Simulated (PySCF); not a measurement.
Zn(NH2)(GeH3) (GeH5NZn), SMILES [NH2][Zn][GeH3].

The structure is a stationary point at B3LYP-D3(BJ)/def2-SVP. The structure was generated by enumeration; whether it is a known compound was not checked. One conformer was computed; it need not be the lowest.

Method: IEF-PCM-ωB97X/def2-SVP (PySCF 2.14.0).

The values are the electrostatic part of the solvation free energy, E(continuum) − E(gas) at the gas-phase geometry, in a cavity of scaled van der Waals radii (PySCF's table); cavitation and dispersion terms are not included. A continuum can't describe solvent molecules that bind to the metal. In vacuum the orbital gap is 10.57 eV. The dipole moment in vacuum is 1.44 D.

| solvent | ε | ΔG(elec) (kcal/mol) | dipole (D) | gap (eV) |
|---|---|---|---|---|
| water | 78.36 | -11.1 | 2.06 | 10.86 |
| tetrahydrofuran | 7.43 | -8.8 | 1.91 | 10.80 |
| benzene | 2.27 | -4.6 | 1.66 | 10.69 |
